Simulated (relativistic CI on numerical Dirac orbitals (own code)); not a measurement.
# Hg4+: N6,7 absorption edge

Computed with this model: Dirac-Coulomb-Breit CI, KLI orbitals optimised for each configuration, a model potential for QED, valence Slater integrals scaled by 0.7, multiplet model of core-to-valence dipole absorption; configurations [Xe] 4f14 5d8 → [Xe] 4f13 5d9; 10 K; Lorentzian 0.3 eV and Gaussian 0.3 eV FWHM. Energies are those of the free ion, without screening or charge transfer. The branching ratio is the share of the lower-energy edge in the whole absorption, uncertain by about 0.02 where the edges overlap. S is read from ⟨S²⟩ = S(S + 1).

Field parameters in Wybourne normalisation: Oh B⁴₀ = 21Dq, B⁴₄ = √(5/14) B⁴₀. The field is a parameter set, without covalency.

free ion: ground-state S = 0.96, centroid 94.78 eV. Peaks (eV, height): 94.6 (100), 98.4 (8).

Oh, 10Dq = 8500 cm⁻¹: ground-state S = 0.97, centroid 95.35 eV. Peaks (eV, height): 94.9 (100), 98.8 (15).

Oh, 10Dq = 19200 cm⁻¹: ground-state S = 0.98, centroid 96.32 eV. Peaks (eV, height): 95.5 (100), 99.5 (25).

Oh, 10Dq = 29850 cm⁻¹: ground-state S = 0.99, centroid 97.26 eV, branching ratio 0.749. Peaks (eV, height): 96.3 (100), 100.2 (34).

Oh, 10Dq = 40550 cm⁻¹: ground-state S = 0.99, centroid 98.16 eV, branching ratio 0.715. Peaks (eV, height): 97.0 (100), 100.9 (40).

Strongest unbroadened transitions for Oh, 10Dq = 19200 cm⁻¹:

```csv
Energy (eV),Relative strength
95.37,48.2
95.45,67.1
95.47,80.6
95.64,100.0
95.69,54.7
95.75,1.0
95.86,2.6
95.92,5.1
95.93,1.7
96.41,1.0
98.88,3.3
99.11,3.5
99.41,26.2
99.42,0.9
99.46,26.5
99.54,0.9
99.58,21.5
99.67,2.1
```
